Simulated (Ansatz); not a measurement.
Consider the hydrogenolysis of the Si–C bond: `B[SiH](C)CC` + H₂ → `B[SiH2]C` + ethane.

Program: Ansatz. Geometries: PBE0-D4/def2-TZVP. ΔE: electronic, gas phase. CBS: MP2 limit from def2 TZ/QZ plus the TZ coupled-cluster correction, frozen cores. This one scheme is used for every species. DFT in def2-TZVPP. One conformer a species, not always the lowest.

`B[SiH](C)CC`:

Cartesian coordinates in Å:
```
B 0.065 1.487 -1.560
Si -0.394 0.544 0.154
C -2.245 0.372 0.431
C 0.470 -1.117 0.371
C 1.991 -1.032 0.309
H 1.078 1.276 -2.164
H -0.647 2.344 -2.002
H 0.158 1.484 1.191
H -2.693 -0.291 -0.314
H -2.741 1.343 0.356
H -2.457 -0.043 1.419
H 0.151 -1.542 1.330
H 0.095 -1.803 -0.398
H 2.329 -0.624 -0.647
H 2.457 -2.014 0.430
H 2.384 -0.383 1.095
```

H₂:

Cartesian coordinates in Å:
```
H -0.258 0.249 -0.102
H 0.258 -0.249 0.102
```

`B[SiH2]C`:

Z-matrix (Å, degrees):
```
Si
C 1 1.876
B 1 2.010 2 116.0
H 1 1.496 2 109.7 3 -120.9
H 1 1.495 2 109.8 3 122.6
H 2 1.092 1 110.7 3 -60.3
H 2 1.092 1 110.7 3 59.3
H 2 1.092 1 111.2 3 179.5
H 3 1.197 1 119.3 2 177.5
H 3 1.197 1 123.7 2 -3.1
```

`CC`:

```xyz
8

C     0.648    0.380   -0.108
C    -0.648   -0.380    0.108
H     1.499   -0.299   -0.202
H     0.609    0.984   -1.018
H     0.858    1.056    0.725
H    -1.499    0.299    0.202
H    -0.609   -0.984    1.018
H    -0.858   -1.056   -0.725
```

CCSD(T)/CBS gives -29.8 kJ/mol.

Question: Another level gave -30.9 kJ/mol. Which?
A. MP2/def2-TZVPP
B. PBE0/def2-TZVPP
C. ωB97M-V/def2-TZVPP
D. HF/def2-TZVPP

Answer: C. ωB97M-V -30.9, PBE0 -40.0, HF/def2-TZVPP -62.5, MP2/def2-TZVPP -26.3 kJ/mol.

Largest T1 diagnostic among the species: 0.011.

In def2-TZVPP, CCSD(T) changes the Hartree–Fock value by +29.9 kJ/mol (the triples alone add +5.5 kJ/mol) and MP2 by +36.2 kJ/mol. The D4 term adds +14.4 kJ/mol with B3LYP and +8.2 kJ/mol with PBE0; it sums over pairs of atoms, weighted by their polarisabilities, and B3LYP, whose exchange is more repulsive, gets the larger term.

B3LYP here is the variant with VWN-RPA as its local correlation; programs differ in this.
